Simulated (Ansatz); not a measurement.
Consider the formal exchange of groups at a C–In bond: `O[CH2][In]([F])[SiH3]` + propane → `CC(C)CO` + `[F][InH][SiH3]`.

Computed with Ansatz on PBE0-D4/def2-TZVP structures; ΔE is electronic, products minus reactants. CCSD(T)/CBS adds triple-zeta CCSD(T) − MP2 to the extrapolated MP2 energy (def2 sets, frozen cores). Functionals use def2-TZVPP. B3LYP here is the variant with VWN-RPA as its local correlation; programs differ in this. Elements past krypton have def2 core potentials. For In outer-core shells are correlated without core-valence functions, which leaves a few kJ/mol of doubt a bond. Each species was taken in one conformer, which may not be the lowest.

(1) Is it downhill or uphill in electronic energy at CCSD(T)/CBS, and by how much? (An estimate is asked.)

(2) What do these levels give: PBE-D4, r2SCAN-D4, PBE0-D4, B3LYP-D4, ωB97X-V, ωB97M-V, r2SCAN, B3LYP, SCS-MP2/def2-TZVPP, MP2/def2-QZVPP, SCS-MP2/def2-QZVPP, CCSD/CBS(def2)? (An estimate is asked.)

Largest T1 diagnostic among the species: 0.016.

## Answers

(1) The calculation gave: Downhill: ΔE = -2.5 kcal/mol.

(2) Computed: PBE-D4 -0.2, r2SCAN-D4 -1.9, PBE0-D4 -2.3, B3LYP-D4 -1.0, ωB97X-V -3.7, ωB97M-V -3.5, r2SCAN -1.6, B3LYP 0.3, SCS-MP2/def2-TZVPP -2.4, MP2/def2-QZVPP -2.1, SCS-MP2/def2-QZVPP -2.2, CCSD/CBS(def2) -2.7 kcal/mol.

From PBE to PBE0 (25 % exact exchange), in def2-TZVPP and without D4, ΔE moves by −2.2 kcal/mol. In def2-TZVPP, CCSD(T) changes the Hartree–Fock value by +1.4 kcal/mol (the triples alone add +0.3 kcal/mol) and MP2 by +2.0 kcal/mol.
